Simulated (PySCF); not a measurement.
Which level of theory gave which numbers?

Compound: C₂H₅F₃SSi.
SMILES: `S(CC(F)F)[SiH2]F`

The closed-shell ground state was solved 7 times with PySCF (density fitting, gas phase), always with PBE0, in these basis sets: 6-31G, IGLO-III, aug-cc-pVDZ, cc-pVDZ, cc-pVTZ, def2-SVP and pcSseg-0. The structure is a single PBE0-D3(BJ)/def2-SVP conformer in the gas phase; no vibrational or solvent corrections.

```
row  total energy (Eh)  HOMO (eV)  LUMO (eV)  dipole (D)
  P         -1065.9290      -7.63      -0.58        1.71
  Q         -1064.1656      -7.89      -0.14        2.02
  R         -1065.8880      -7.50      -0.03        1.76
  S         -1066.0718      -7.59      -0.40        1.67
  T         -1065.3687      -7.55       0.01        1.70
  U         -1066.0541      -7.60      -0.30        1.69
  V         -1065.6622      -7.70      -0.06        2.18
```

**Question.** Which basis belongs to which row?

**Answer.** P = aug-cc-pVDZ, Q = pcSseg-0, R = cc-pVDZ, S = IGLO-III, T = def2-SVP, U = cc-pVTZ, V = 6-31G. From the lowest total energy up: IGLO-III (313 functions) 0 eV; cc-pVTZ (288 functions) +0.48 eV; aug-cc-pVDZ (214 functions) +3.89 eV; cc-pVDZ (131 functions) +5.00 eV; 6-31G (81 functions) +11.15 eV; def2-SVP (131 functions) +19.13 eV; pcSseg-0 (81 functions) +51.87 eV.

Conformer computed: `[F:1][SiH2:2][S:3][CH2:4][CH:5]([F:6])[F:7]`: F1–Si2–S3–C4 -145°, Si2–S3–C4–C5 -73°, S3–C4–C5–F6 63°.
